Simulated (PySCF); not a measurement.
Mapped SMILES: `[CH3:1][O:2][C:3](=[O:4])[SiH2:5][P:6]([SiH3:7])[SiH3:8]` (H(Xn): hydrogen on atom n).

GIAO PBE0/pcSseg-1 shifts (PySCF, gas phase, non-relativistic, equivalent atoms averaged), each against references optimised in the same way as the molecule (TMS, H2O, H3PO4).

On the GFN2-xTB geometry: C3 192.9, C1 53.5, O4 507.9, O2 225.4, Si5 -56.4, Si7/Si8 -80.0, P6 -378.0, H(Si5) 4.58, H(Si7)/H(Si8) 4.24, H(C1) 3.99 ppm.

What changes on the PBE0-D3(BJ)/def2-SVP geometry?

Answers


| atoms | δ (ppm) | change |
| --- | --- | --- |
| C3 | 188.3 | -4.6 |
| C1 | 51.9 | -1.6 |
| O4 | 513.4 | +5.5 |
| O2 | 223.4 | -2.0 |
| Si5 | -42.0 | +14.4 |
| Si7/Si8 | -66.0 | +14.0 |
| P6 | -390.0 | -12.0 |
| H(Si5) | 4.52 | -0.06 |
| H(Si7)/H(Si8) | 4.10 | -0.14 |
| H(C1) | 3.70 | -0.29 |

Part of each change is the reference's own: σ(TMS, C) goes from 186.9 to 184.4 ppm, σ(H2O, O) goes from 336.1 to 334.6 ppm, σ(TMS, Si) goes from 349.2 to 352.0 ppm, σ(H3PO4, P) goes from 318.4 to 310.1 ppm, σ(TMS, H) goes from 31.72 to 31.27 ppm.

Bonds between heavy atoms that differ most (equivalent bonds averaged): Si5–P6 2.200 → 2.245 Å, P6–Si7 2.240 → 2.268 Å, C3–Si5 1.912 → 1.929 Å, O2–C3 1.326 → 1.332 Å, C1–O2 1.428 → 1.424 Å. Mean change of bonds to hydrogen: C–H +0.008 Å, Si–H +0.031 Å. The two structures also differ in conformation, which adds to the changes.
